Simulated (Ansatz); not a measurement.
C$_{2}$H$_{8}$B$_{2}$O, SMILES `BC(B)(C)O`, 13 atoms. The species carries charge 0 and has multiplicity 1. All runs use 4 threads of a server CPU on a shared host. Correlated methods freeze the cores.

Problem. How many basis functions does each run have, and how long does it take in Ansatz? RKS PBE0-D4/def2-QZVPP energy; RKS ωB97M-V/def2-SVP energy; RKS PBE0-D4/def2-TZVP relaxation (15 steps); RKS LC-ωPBE/def2-TZVPP energy; RKS PBE0-D4/def2-TZVP frequencies; RHF-CCSD(T)/def2-SVP energy; RHF-MP2/def2-QZVPP energy; direct RPA on PBE orbitals/def2-TZVPP energy; RHF-CCSD(T)/def2-TZVPP energy; RKS ωB97X-V/def2-TZVPP energy; RKS r2SCAN0-D4/def2-TZVPP energy; RKS ωB97M-V/def2-TZVPP energy and forces. (Estimate.)

Solution. The calculation gave: Other jobs shared the machine, so times are rough.

```
                                level                    job  functions  wall time  peak host memory (GiB)
               RKS LC-ωPBE/def2-TZVPP                 energy        267      2.4 s                    0.49
                 RKS ωB97M-V/def2-SVP                 energy        110      3.3 s                    0.31
            RKS r2SCAN0-D4/def2-TZVPP                 energy        267      4.2 s                    0.61
direct RPA on PBE orbitals/def2-TZVPP                 energy        267      4.8 s                    0.74
                 RHF-CCSD(T)/def2-SVP                 energy        110      5.5 s                    0.58
               RKS ωB97X-V/def2-TZVPP                 energy        267        7 s                    0.75
               RKS PBE0-D4/def2-QZVPP                 energy        525        7 s                     1.8
               RKS ωB97M-V/def2-TZVPP      energy and forces        267       10 s                    0.95
                   RHF-MP2/def2-QZVPP                 energy        525       24 s                     4.1
                RKS PBE0-D4/def2-TZVP  relaxation (15 steps)        203       42 s                    0.49
                RKS PBE0-D4/def2-TZVP            frequencies        203    2.3 min                    0.48
               RHF-CCSD(T)/def2-TZVPP                 energy        267    2.5 min                     7.1
```

LC-ωPBE has ω = 0.4 bohr⁻¹.
